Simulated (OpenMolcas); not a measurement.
A run on Fe4+ among 6 point charges of -2 e arranged as an octahedron (Oh), 1.61 Å from the ion. The active orbitals were held to one l.
```
   1.6100    0.0000    0.0000  -2.00
   0.0000    1.6100    0.0000  -2.00
  -1.6100    0.0000    0.0000  -2.00
   0.0000   -1.6100    0.0000  -2.00
   0.0000    0.0000    1.6100  -2.00
   0.0000    0.0000   -1.6100  -2.00
```

| Property | Result |
| --- | --- |
| Program | OpenMolcas |
| Method | CASSCF |
| Basis | ANO-RCC-VTZP [6s5p3d2f1g] |
| Scalar Hamiltonian | DKH2, point nucleus |
| Active space | 4 electrons in 5 orbitals (3d) |
| State averaging | 2S+1 = 5 even, 5 roots; 2S+1 = 3 even, 45 roots; 2S+1 = 1 even, 50 roots |
| Spin-orbit coupling | RASSI with atomic mean-field integrals over the reference wave functions |

59 basis functions. Blocks (2S+1, parity, CSFs, roots kept): 5, even, 5, 5; 3, even, 45, 45; 1, even, 50, 50.

Q: How long do the RASSCF and RASSI steps take on 1 thread of Arm Neoverse V1 (shared host)?

A: About 23 s of wall time, without the integral step.
